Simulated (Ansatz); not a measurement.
`[SiH3]O[SiH](Cl)O[SiH3]` + H₂ → `[SiH3]O[SiH2]O[SiH3]` + HCl  (hydrogenolysis of the Si–Cl bond)

Calculated with Ansatz (gas phase, PBE0-D4/def2-TZVP geometries, no zero-point term in ΔE). CCSD(T)/CBS is the MP2 limit (def2-TZVPP, def2-QZVPP) plus CCSD(T) − MP2 in def2-TZVPP, frozen cores. This one scheme is used for every species. DFT in def2-TZVPP. Each species was taken in one conformer, which may not be the lowest.

CCSD(T)/CBS gives +97.6 kJ/mol.

Q: Another level gave +99.2 kJ/mol. Which?
A. CCSD/def2-TZVPP
B. ωB97M-V/def2-TZVPP
C. CCSD(T)/def2-TZVPP
D. HF/def2-TZVPP

A: B. ωB97M-V 99.2, CCSD(T)/def2-TZVPP 92.0, HF/def2-TZVPP 80.3, CCSD/def2-TZVPP 87.9 kJ/mol.

Largest T1 diagnostic among the species: 0.012.

In def2-TZVPP, CCSD(T) changes the Hartree–Fock value by +11.7 kJ/mol (the triples alone add +4.1 kJ/mol) and MP2 by +21.0 kJ/mol. The D4 term adds +11.8 kJ/mol with B3LYP and +6.4 kJ/mol with PBE0; it sums over pairs of atoms, weighted by their polarisabilities, and B3LYP, whose exchange is more repulsive, gets the larger term.

B3LYP here is the variant with VWN-RPA as its local correlation; programs differ in this.
